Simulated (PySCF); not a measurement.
In(Cl)(Me)(vinyl) (C₃H₆ClIn), SMILES C=[CH][In]([CH3])[Cl].

The structure is a stationary point at B3LYP-D3(BJ)/def2-SVP. The structure was generated by enumeration; whether it is a known compound was not checked. The def2 effective core potentials stand for the cores of In; spin–orbit coupling is left out. One conformer was computed; it need not be the lowest.

The numbers are results of PBE/def2-TZVP (PySCF), not measurements.

Isolated molecule, no solvent.

The total energy comes out as -767.98836 hartree, the point group is Cs and the highest occupied level comes out as -6.40 eV. The lowest empty level comes out as -2.42 eV and the orbital gap is 3.99 eV. The dipole moment is 3.71 D and the quadrupole, principal values (traceless, Buckingham form, about the centre of nuclear charge) comes out as -6.97, 2.79, 4.18 D·Å. The mean static polarisability is 90.0 bohr³ (13.33 Å³) and the polarisability, principal values comes out as 57.2, 96.3, 116.4 bohr³.
